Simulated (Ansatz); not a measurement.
# Ligand exchange: CH4SZn + GeH2(CH3)(SH) → CH4S2Zn + GeH3(CH3)

Species: CH4SZn `C[S][ZnH]`, singlet; GeH2(CH3)(SH), singlet; CH4S2Zn `C[S][Zn][SH]`, singlet; GeH3(CH3) (methyl germane), singlet. The partners trade H for SH: Zn–H and Ge–SH bonds give way to Zn–SH and Ge–H.

Shapes, held fixed at every level: PBE0-D4/def2-TZVP. Flexible molecules stand in one conformer, not always the lowest. Programs: Ansatz 0.2.0. The zero-point and thermal change to 298 K, harmonic and unscaled (PBE0-D4/def2-TZVP), is +2.7 kJ/mol.

Question: Estimate ΔH(298 K) of this reaction.

Answer: wB97X-V/def2-TZVPP gives ΔH(298 K) = -42.7 kJ/mol; the levels span -52.1 to -40.8. The median of the levels is -43.3. No measured value is set beside it here. Relativity is left out for Ge, Zn. Times are processor times on shared x86 and Arm servers, and rough.

```tsv
level	kind	ΔH(298 K) (kJ/mol)	CPU time (sum over the molecules)
HF/def2-SVP	Hartree–Fock	-52.1	–
HF/def2-TZVPP	Hartree–Fock	-49.6	–
PBE-D4/def2-TZVPP	GGA	-40.8	23 s
r2SCAN-D4/def2-TZVPP	meta-GGA	-43.9	45 s
B3LYP-D4/def2-TZVPP	global hybrid	-41.6	42 s
BHLYP-D4/def2-TZVPP	global hybrid	-44.1	28 s
PBE0-D4/def2-TZVPP	global hybrid	-42.7	29 s
wB97X-V/def2-TZVPP	range-separated hybrid	-42.7	70 s
```
